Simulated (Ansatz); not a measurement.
Computed with Ansatz on PBE0-D4/def2-TZVP structures; ΔE is electronic, products minus reactants. CCSD(T)/CBS is the MP2 limit (def2-TZVPP, def2-QZVPP) plus CCSD(T) − MP2 in def2-TZVPP, frozen cores. Functionals use def2-TZVPP. B3LYP here is the variant with VWN-RPA as its local correlation; programs differ in this. For Ge outer-core shells are correlated without core-valence functions, which leaves a few kJ/mol of doubt a bond. Scalar relativity is left out up to krypton. Each species was taken in one conformer, which may not be the lowest.

Reaction (formal exchange of groups at the Al–C bond): `C#CO[CH2][AlH][CH3]` + `C[CH2][GeH3]` → `[CH3][AlH][CH2][GeH3]` + `C#COCC`

CCSD(T)/CBS gives -17.1 kJ/mol.

Task: Another level gave -37.3 kJ/mol. Which?
A. MP2/def2-TZVPP
B. PBE0-D4/def2-TZVPP
C. B3LYP/def2-TZVPP
D. HF/def2-TZVPP

Result: D. HF/def2-TZVPP -37.3, PBE0-D4 -12.5, MP2/def2-TZVPP -17.5, B3LYP -24.9 kJ/mol.

Largest T1 diagnostic among the species: 0.013.

In def2-TZVPP, CCSD(T) changes the Hartree–Fock value by +21.0 kJ/mol (the triples alone add +4.8 kJ/mol) and MP2 by +19.9 kJ/mol. The D4 term adds +4.8 kJ/mol with B3LYP and +2.3 kJ/mol with PBE0; it sums over pairs of atoms, weighted by their polarisabilities, and B3LYP, whose exchange is more repulsive, gets the larger term.
